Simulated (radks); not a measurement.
Question: Ca VIII, configuration [Ne] 3s2 3p1. Method: Dirac Kohn-Sham, BLYP, spin-unpolarised, spherical densities, finite nucleus; open shells are shared between the two j in proportion to 2j + 1; Fermi nuclear charge, rms radius 3.4776 fm; computed with a radial shooting solver on a logarithmic mesh with Libxc functionals. Some entries of the table are withheld. Estimate them.

| orbital | occ. | eigenvalue (eV) | <r^2> (bohr^2) | <1/r> (bohr^-1) |
|---|---|---|---|---|
| 1s1/2 | 2 | -4092.832 | 0.007936 | 19.75 |
| 2s1/2 | 2 | -548.0414 | 0.1550 | 4.080 |
| 2p1/2 | 2 | (1) | 0.1289 | 4.010 |
| 2p3/2 | 4 | (2) | 0.1307 | 3.968 |
| 3s1/2 | 2 | -157.3370 | (3) | (4) |
| 3p1/2 | 0.333333 | -136.6557 | 1.265 | 1.312 |
| 3p3/2 | 0.666667 | -136.0623 | 1.276 | 1.305 |
| 3d3/2 | 0 | -105.5441 | 1.314 | (5) |
| 3d5/2 | 0 | -105.4740 | 1.316 | (6) |
| 4s1/2 | 0 | (7) | (8) | 0.6670 |

Answer: 
(1) 2p1/2 eigenvalue (eV): -472.1829
(2) 2p3/2 eigenvalue (eV): -468.4207
(3) 3s1/2 <r^2> (bohr^2): 1.188
(4) 3s1/2 <1/r> (bohr^-1): 1.389
(5) 3d3/2 <1/r> (bohr^-1): 1.137
(6) 3d5/2 <1/r> (bohr^-1): 1.136
(7) 4s1/2 eigenvalue (eV): -71.8089
(8) 4s1/2 <r^2> (bohr^2): 5.001
